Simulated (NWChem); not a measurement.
C2HF4, doublet; SMILES F[CH]C(F)(F)F

```xyz
7

F     -0.0409    -1.9867     0.0028
C      0.7132    -0.9142    -0.1146
C      0.0071     0.3919    -0.0129
F     -0.4677     0.6217     1.2194
F     -1.0280     0.4544    -0.8477
F      0.8603     1.3720    -0.3074
H      1.7654    -1.0187     0.1614
```
Atoms are numbered in this order, from 1.

Results from NWChem. Pople sets run with spherical d functions. Spin-unrestricted. All runs use the structure optimised with PBE0/def2-SVP, spin-unrestricted. No stability test was run on the SCF state. Level PBE/6-31G*: single points from the atomic guess with DIIS by default; each run changes one setting, and all converged runs end within 0.3 mHa of each other. cgmin counts macro-iterations, each dearer than a DIIS step.

| setting | SCF iterations |
|---|---|
| defaults | 10 |
| DIIS on 20 Fock matrices | 8 |
| quadratically convergent solver (cgmin) | 6 |
| level shift of 0.5 Ha throughout | 14 |
| DIIS on 3 Fock matrices | 11 |
| 70 % damping for 30 cycles | 33 |
